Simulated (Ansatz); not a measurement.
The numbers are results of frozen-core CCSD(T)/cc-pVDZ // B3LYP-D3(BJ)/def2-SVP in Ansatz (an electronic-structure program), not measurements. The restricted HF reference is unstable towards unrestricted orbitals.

Ansatz 0.2 input:
```yaml
crystal:
  periodic: [false, false, false]
  atoms:
    - { symbol: C, position_ang: [3.256291, -0.397227, 0.16032] }
    - { symbol: C, position_ang: [1.795532, -0.043111, 0.040592] }
    - { symbol: C, position_ang: [0.807715, -1.014206, 0.332593] }
    - { symbol: C, position_ang: [-0.560727, -0.758259, 0.232666] }
    - { symbol: Si, position_ang: [-1.814313, -2.098238, 0.641982] }
    - { symbol: C, position_ang: [-0.967487, 0.537743, -0.181862] }
    - { symbol: C, position_ang: [-2.296566, 1.066175, -0.367547] }
    - { symbol: C, position_ang: [-2.298936, 2.366968, -0.77516] }
    - { symbol: S, position_ang: [-0.695352, 3.030574, -0.960843] }
    - { symbol: C, position_ang: [0.023645, 1.510279, -0.47321] }
    - { symbol: C, position_ang: [1.391454, 1.227814, -0.36439] }
    - { symbol: H, position_ang: [3.486161, -0.813638, 1.154897] }
    - { symbol: H, position_ang: [3.900236, 0.480372, 0.002527] }
    - { symbol: H, position_ang: [3.541955, -1.162018, -0.58209] }
    - { symbol: H, position_ang: [1.143529, -2.005667, 0.651255] }
    - { symbol: H, position_ang: [-1.082019, -3.331717, 1.047898] }
    - { symbol: H, position_ang: [-2.713517, -1.67218, 1.755673] }
    - { symbol: H, position_ang: [-2.679159, -2.406231, -0.535988] }
    - { symbol: H, position_ang: [-3.209696, 0.492917, -0.200949] }
    - { symbol: H, position_ang: [-3.163893, 2.994583, -0.985573] }
    - { symbol: H, position_ang: [2.135145, 1.995069, -0.59279] }
basis:
  gaussian: { orbitals: cc-pVDZ }
correlation:
  method: ccsd_t
```

Output:

```
Functional definition: HF
1994 factors; integrals over basis functions are off by at most 1.0e-3 eV
mean field evaluation 1: about -28106.6847 eV, gradient 3.9e1 eV
mean field evaluation 2: about -28107.1706 eV, gradient 3.9e1 eV
mean field evaluation 4: about -28112.4816 eV, gradient 7.1e0 eV
mean field evaluation 8: about -28112.6523 eV, gradient 4.6e-1 eV
mean field evaluation 16: about -28106.6840 eV, gradient 3.9e1 eV
mean field -28112.65403434 eV, -1033.1209803206 hartree, gradient 1.4e-6 eV, S^2 0.000000; 0 other end points of the search recorded, 0 dependent functions left out; unrestricted orbitals would lower it
19 core orbitals not correlated
reference -28112.65403434 eV, -1033.1209803206 hartree; 28, 28 occupied and 165, 165 virtual orbitals, 1994 factors
second order -38.75350821 eV of doubles, -0.00000000 eV of singles
cycle   1  -39.18554623 eV  change   -4.3e-1 eV  update   1.7e-1
cycle   2  -40.41843226 eV  change    -1.2e0 eV  update   5.3e-2
cycle   3  -40.69624881 eV  change   -2.8e-1 eV  update   2.4e-2
cycle   4  -40.69411027 eV  change    2.1e-3 eV  update   6.8e-3
cycle   5  -40.69577830 eV  change   -1.7e-3 eV  update   3.6e-3
cycle   6  -40.69680634 eV  change   -1.0e-3 eV  update   1.1e-3
cycle   7  -40.69603794 eV  change    7.7e-4 eV  update   5.6e-4
cycle   8  -40.69599489 eV  change    4.3e-5 eV  update   2.5e-4
cycle   9  -40.69603068 eV  change   -3.6e-5 eV  update   1.1e-4
cycle  10  -40.69597797 eV  change    5.3e-5 eV  update   3.9e-5
perturbative correction -1.84823744 eV, -0.0679214730 hartree
Total energy: -28155.19824974 eV, -1034.6844513992 hartree
```

Cost: about 19 core-minutes (a rough figure).
